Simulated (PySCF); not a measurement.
## Polarisability and C₆ of Sb (antimony, neutral)

[Kr] 4d10 5s1 5p3 6s1, high-spin 6S determinant (an excited configuration). Computed with PySCF 2.14 in dyall-av2z, with the non-relativistic Hamiltonian (point nucleus). Coupled (time-dependent) response in atomic units; α is the mean over directions. A double-zeta set is small for polarisabilities.

```csv
method,mean α (bohr³),C₆ (like pair),S(−4)
TPSSh,672.2,12260,573800
```

S(−4) is the Cauchy moment in α(ω) = α(0) + S(−4) ω² + …

α(iu) at TPSSh:

| u (hartree) | α(iu) (bohr³) |
| --- | --- |
| 0 | 672.2 |
| 0.0500 | 226.1 |
| 0.100 | 89.49 |
| 0.200 | 37.92 |
| 0.300 | 24.08 |
| 0.500 | 12.83 |
| 0.750 | 7.148 |
| 1.00 | 4.529 |
| 1.50 | 2.290 |
| 2.00 | 1.389 |
| 3.00 | 0.6804 |
| 5.00 | 0.2768 |

A non-relativistic calculation at this Z misses sizeable relativistic shifts. The outer electron is Rydberg-like, and this basis confines it to a smaller radius and binds it less than a complete one would.
